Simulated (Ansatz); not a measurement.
`[CH3][AlH-]([CH3])[NH2+][SiH3]` → Al• + 2 C• + 12 H• + N• + Si•  (atomization)

Isolated molecules relaxed with PBE0-D4/def2-TZVP in Ansatz; ΔE leaves out vibrations. CCSD(T)/CBS adds triple-zeta CCSD(T) − MP2 to the extrapolated MP2 energy (def2 sets, frozen cores). This one scheme is used for every species, atoms too. For atomizations the MP2-based limit and the directly extrapolated one differ by several kJ/mol either way, and by 10 to 25 for some Ge, Se and Sn compounds, so smaller differences from it don't rank the levels. DFT in def2-TZVPP. No spin–orbit coupling; open shells (•) take unrestricted orbitals. Spin–orbit coupling would lower the free atoms: a little for Al, C, Si. Each species was taken in one conformer, which may not be the lowest.

CCSD(T)/CBS gives +5721.2 kJ/mol.

(1) Another level gave +4288.8 kJ/mol. Which?
A. r2SCANh-D4/def2-TZVPP
B. ωB97M-V/def2-TZVPP
C. CCSD/def2-TZVPP
D. HF/def2-TZVPP

Largest T1 diagnostic among the species: 0.018.

Answers

(1) D. HF/def2-TZVPP 4288.8, CCSD/def2-TZVPP 5530.6, r2SCANh-D4 5686.7, ωB97M-V 5730.1 kJ/mol.

From BLYP to BHLYP (50 % exact exchange), in def2-TZVPP and without D4, ΔE moves by −11.2 kJ/mol: exact exchange takes away binding that semilocal exchange gives to molecules. In def2-TZVPP, CCSD(T) changes the Hartree–Fock value by +1297.0 kJ/mol (the triples alone add +55.2 kJ/mol) and MP2 by +1292.0 kJ/mol; breaking electron pairs costs correlation energy, which Hartree–Fock lacks. Leaving LDA and LC-ωPBE aside and taking each functional with its dispersion term where it has one, the values, not all of them listed here, spread over 127.3 kJ/mol, from revPBE-D4 to CAM-B3LYP-D4. LDA lies +670.9 kJ/mol from PBE without D4, its usual overbinding.
